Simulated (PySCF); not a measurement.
**Ionisation energy of Be⁺ by level of theory**

Be⁺ [He] 2s1 (2S) → Be²⁺ 1s2 (1S), as a difference of total energies. Calculation: PySCF 2.14, in aug-cc-pVTZ-DK (5s4p3d2f, 46 functions); scalar relativity by spin-free X2C-1e. The calculations carry no spin-orbit coupling.

```tsv
method	ionisation energy (eV)	error (eV)
UHF	18.128	-0.083
LDA	18.251	+0.040
PBE	18.494	+0.283
PBE0	18.455	+0.244
r2SCAN	18.185	-0.026
M06	18.026	-0.185
MN15	18.018	-0.193
TPSS	18.386	+0.175
HSE06	18.449	+0.238
```

Reference: 18.211 eV (measured; NIST Atomic Spectra Database, ionization energies).
